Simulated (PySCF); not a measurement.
A series of related molecules.

All values: PBE0/def2-SVPD (PySCF) at PBE0-D3(BJ)/def2-SVP geometries, gas phase, one conformer each. Core orbitals are frozen in the response; Δα² is half the sum of the squared differences of the principal polarisabilities.

Question: Rank by polarisability anisotropy Δα, highest first.
A. `[CH3:1][O:2][SiH2:3][NH2:4]` with C1–O2–Si3–N4 175°, O2–Si3–N4–H 75° and -68°
B. `[CH3:1][O:2][SiH2:3][CH:4]=[O:5]` with C1–O2–Si3–C4 178°, O2–Si3–C4–O5 -178°
C. `[CH3:1][O:2][SiH2:3][PH2:4]` with C1–O2–Si3–P4 57°, O2–Si3–P4–H 179° and 85°
D. `[CH3:1][O:2][SiH2:3][CH:4]([CH3:5])[CH3:6]` with C1–O2–Si3–C4 180°, O2–Si3–C4–C5 62°

Answer: B (3.17 Å³), C (2.55 Å³), D (2.13 Å³), A (1.88 Å³).

Question: Rank by vertical ionisation energy (ΔSCF), lowest first.
A. `[SiH2](C=O)OC`
B. `P[SiH2]OC`
C. `CO[SiH2]C(C)C`

Answer: B (9.40 eV), A (9.53 eV), C (9.99 eV).

Question: Rank by HOMO–LUMO gap, highest first.
A. `CO[SiH2]C=O`
B. `CO[SiH2]C(C)C`
C. `CO[SiH2]P`

Answer: B (8.42 eV), C (7.48 eV), A (5.44 eV).

All values together:

```csv
SMILES,formula,μ (D),HOMO (eV),LUMO (eV),α (Å³),Δα (Å³),electrons,α per electron (Å³),ΔSCF removal energy (eV)
CO[SiH2]N,CH7NOSi,0.43,-7.85,0.50,7.84,1.88,42,0.187,9.89
CO[SiH2]C(C)C,C4H12OSi,0.28,-7.94,0.48,12.10,2.13,58,0.209,9.99
CO[SiH2]C=O,C2H6O2Si,3.06,-7.21,-1.76,8.82,3.17,48,0.184,9.53
CO[SiH2]P,CH7OPSi,0.42,-7.42,0.06,10.75,2.55,50,0.215,9.40
```

Conformers: `[CH3:1][O:2][SiH2:3][NH2:4]` with C1–O2–Si3–N4 175°, O2–Si3–N4–H 75° and -68°; `[CH3:1][O:2][SiH2:3][CH:4]([CH3:5])[CH3:6]` with C1–O2–Si3–C4 180°, O2–Si3–C4–C5 62°; `[CH3:1][O:2][SiH2:3][CH:4]=[O:5]` with C1–O2–Si3–C4 178°, O2–Si3–C4–O5 -178°; `[CH3:1][O:2][SiH2:3][PH2:4]` with C1–O2–Si3–P4 57°, O2–Si3–P4–H 179° and 85°.
